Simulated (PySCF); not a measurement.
# Worked example: chemical shift, span and skew from a shielding tensor

B(Me)(OMe)(NH2) (C2H8BNO), SMILES COB(C)N. Atoms are numbered in the order given.

```xyz
13

B      0.0477     0.4821     0.0000
C     -0.6778     1.8908     0.0000
H     -1.3389     1.9837    -0.8872
H     -1.3389     1.9837     0.8872
H      0.0168     2.7545     0.0000
O     -0.7688    -0.6382     0.0000
C     -0.2282    -1.9381     0.0000
H      0.3988    -2.1356    -0.9017
H     -1.0602    -2.6713     0.0000
H      0.3988    -2.1356     0.9017
N      1.4618     0.3631     0.0000
H      1.9687    -0.5209     0.0000
H      2.0704     1.1792     0.0000
```

Geometry optimised at PBE-D3(BJ)/def2-SVP. The values are those of a single conformer.

GIAO shieldings from PBE/pcSseg-1 (PySCF), non-relativistic, no solvent. The symmetric part of the tensor of C2 has the principal values 171.1, 175.3, 189.9 ppm. The same nucleus in TMS has σ = 182.0 ppm at this level (PySCF, at its B3LYP-D3(BJ)/def2-TZVP geometry).

### Question
Work out the isotropic shielding, the ¹³C shift against TMS, the span and the skew.

### Answer

σ(iso) = (σ11 + σ22 + σ33)/3 = 178.8 ppm. δ = σ(ref) − σ(iso) = 182.0 − (178.8) = 3.2 ppm.
Span Ω = σ33 − σ11 = 18.8 ppm. Skew κ = 3(σ(iso) − σ22)/Ω = 0.55. Tumbling in solution averages the tensor to δ; in a static solid the shielding alone would spread this spin-1/2 line over Ω.
